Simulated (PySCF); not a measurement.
Species: C₆H₁₄PSi (charge +1).
SMILES: `CC[P@H+]1CC=C([SiH3])C1`

Method: TDDFT B3LYP/def2-SVPD, vertical, gas phase, core orbitals frozen in the response in PySCF. The structure is a single PBE0-D3(BJ)/def2-SVP conformer in the gas phase; no vibrational or solvent corrections.

Broadening: Gaussians 0.3 eV wide at half height, area fixed by f = 4.319×10⁻⁹ ∫ε dν̃. The width is an assumption, not a result. The curve ends short of the highest state used, and states not computed would add to its high-energy end.

| λ (nm) | ε (L mol⁻¹ cm⁻¹) |
| --- | --- |
| 175.3 | 695 |
| 176.7 | 1278 |
| 178.2 | 3004 |
| 179.6 | 6107 |
| 181.0 | 10619 |
| 182.4 | 15640 |
| 183.8 | 19580 |
| 185.3 | 20999 |
| 186.7 | 19394 |
| 188.1 | 15963 |
| 189.5 | 12218 |
| 190.9 | 9273 |
| 192.3 | 7430 |
| 193.8 | 6309 |
| 195.2 | 5544 |
| 196.6 | 4738 |
| 198.0 | 3837 |
| 199.4 | 2931 |
| 200.9 | 2075 |
| 202.3 | 1437 |
| 203.7 | 957 |
| 205.1 | 612 |
| 206.5 | 372 |
| 208.0 | 204 |
| 209.4 | 109 |
| 210.8 | 54 |
| 212.2 | 25 |
| 213.6 | 11 |
| 215.1 | 4 |
| 216.5 | 1 |

Q: Where are the band maxima, and which computed states make them?

A: 185 nm (6.70 eV), ε about 21000, made up of S4 (96%) (ε in L mol⁻¹ cm⁻¹; maxima over ε = 5, shares over 10%). The states used: S1 6.18 eV (f 0.0084); S2 6.37 eV (f 0.048); S3 6.50 eV (f 0.010); S4 6.70 eV (f 0.225); S5 6.83 eV (f 0.0066); S6 7.20 eV (f 0.0027); S7 7.24 eV (f 0.0048); S8 7.60 eV (f 0.027); S9 7.62 eV (f 0.0080); S10 7.67 eV (f 0.111).

Q: Does any computed singlet lie in the visible range?

A: No computed singlet lies in the visible range (380 to 750 nm); the lowest, at 201 nm, stands 2.91 eV above its violet end (3.26 eV).

Q: What would ε be at 6.70 eV, the highest of these maxima, with half the width (0.15 eV)?

A: About 40600 L mol⁻¹ cm⁻¹ against 21000, a factor of about 1.9; a lone state at its own centre would give exactly 2.

Q: On this curve, what absorbance would a 10⁻⁵ mol/L sample give at 193 nm over a 1 cm path?

A: 193 nm is 6.424 eV, where ε is about 6800 L mol⁻¹ cm⁻¹, so A = ε c l ≈ 0.068 (Beer–Lambert, with the gas-phase spectrum and the assumed width).

All these states lie below the vertical ionisation energy of 13.39 eV (ΔSCF).
